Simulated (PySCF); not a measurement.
Compound: 3,3,3-trifluoropropanal, C₃H₃F₃O.
SMILES with atom numbers: `[O:1]=[CH:2][CH2:3][C:4]([F:5])([F:6])[F:7]` (hydrogens: H8 on C2; H9, H10 on C3)

A GFN2-xTB structure was refined with PySCF, PBE0-D3(BJ)/def2-SVP geometry optimisation, gas phase. Its GFN2-xTB values:

| coordinate | GFN2-xTB |
| --- | --- |
| O1=C2 | 1.192 Å |
| C2–C3 | 1.518 Å |
| C2–H8 | 1.104 Å |
| C3–C4 | 1.517 Å |
| C3–H9 | 1.094 Å |
| C4–F5 | 1.338 Å |
| O1–C2–C3 | 124.0° |
| C2–C3–C4 | 111.9° |
| C3–C4–F5 | 112.4° |
| F5–C4–F6 | 106.8° |
| O1–C2–C3–C4 | -144° |
| C2–C3–C4–F5 | 61° |

Question: How do these coordinates change at the PBE0-D3(BJ)/def2-SVP level?

Answer: 
```
 coordinate  PBE0-D3(BJ)/def2-SVP (Å or °)  change
      C2–H8                          1.119  +0.015
      C3–C4                          1.508  -0.009
      C3–H9                          1.103  +0.009
      O1=C2                          1.198  +0.006
      C2–C3                          1.512  -0.006
      C4–F5                          1.335  -0.003
   C3–C4–F5                          111.2    -1.2
   C2–C3–C4                          113.0    +1.1
   F5–C4–F6                          107.8    +1.0
   O1–C2–C3                          123.3    -0.7
O1–C2–C3–C4                           -137      +7
C2–C3–C4–F5                             59      -2
```

The energy falls by 0.021 eV over 7 energy and gradient evaluations, the largest force component goes from 0.0103 to 3.4e-04 Eh/bohr, and the atoms move by 0.058 Å rms after alignment. The bond that changes most is C2–H8 (aldehyde carbon to formyl hydrogen), which lengthens by 0.015 Å. Bonds longer at the end by more than 0.005 Å: 4 of 9; shorter: 3. Rotational constants go from 5229, 1604, 1590 to 5198, 1629, 1614 MHz.

The run used 113 basis functions and 54 SCF cycles in all.

Stationary, but not proved a minimum. One conformer, not necessarily the lowest.

The values belong to the conformer `[O:1]=[CH:2][CH2:3][C:4]([F:5])([F:6])[F:7]`: O1–C2–C3–C4 -137°, C2–C3–C4–F5 59°.
